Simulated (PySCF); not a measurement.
A geometry optimisation on `FBC#CC#C[SiH3]`.

Computed with PBE0-D3(BJ)/def2-SVP geometry optimisation, gas phase (PySCF 2.14.0). Start geometry: GFN2-xTB. A driver script takes a list of jobs; this job's settings line and coordinates (Å) are shown.

Command:
```bash
OMP_NUM_THREADS=1 python probes_run.py task.json out
```

Input:
```
{"job": {"xc": "PBE0", "basis": "def2-SVP", "d3": "d3bj", "grid": 1, "shake": 0.01, "kind": "geom"}, "charge": 0, "multiplicity": 1}
F      4.402140    -0.059130     1.534910
B      3.786780     0.300100     0.397560
C      2.284380     0.143340     0.246450
C      1.133720     0.027620     0.110160
C     -0.239670    -0.115540    -0.051160
C     -1.442930    -0.224310    -0.177390
Si    -3.255050    -0.415200    -0.376590
H      4.491020     0.729170    -0.465970
H     -3.618650    -1.772970     0.037840
H     -3.589660    -0.170760    -1.774100
H     -3.913970     0.571770     0.502640
```

Task: Give the output.

Result: 
```
step   0  E = -568.20671379  max force = 0.157066
step   1  E = -568.21581807  max force = 0.026301
step   2  E = -568.21624559  max force = 0.005912
step   3  E = -568.21642204  max force = 0.003080
step   4  E = -568.21651490  max force = 0.003544
step   5  E = -568.21657012  max force = 0.001154
step   6  E = -568.21662119  max force = 0.000875
step   7  E = -568.21663415  max force = 0.000779
step   8  E = -568.21663865  max force = 0.000291
optimisation converged
```

Energies in Eh; «max force» is the largest Cartesian gradient component in Eh/bohr.

Task: How much energy does the optimisation release, in eV?

Result: E(step 0) − E(last step) = 0.009925 Eh, which is 0.270 eV.

Task: Give the first gradient maximum in eV/Å.

Result: With 1 Eh/bohr = 51.422 eV/Å, 8.077 eV/Å.

In short: final energy -568.21664 Eh after 8 steps; dipole 1.83 D.

On one thread, Arm Neoverse V2 (aarch64), no GPU, shared host with 96 logical CPUs at a one-minute load of 42, this took 44 s and 0.49 GiB of memory at its peak.
Labels such as C1 count atoms from 1, the log's own numbers from 0.
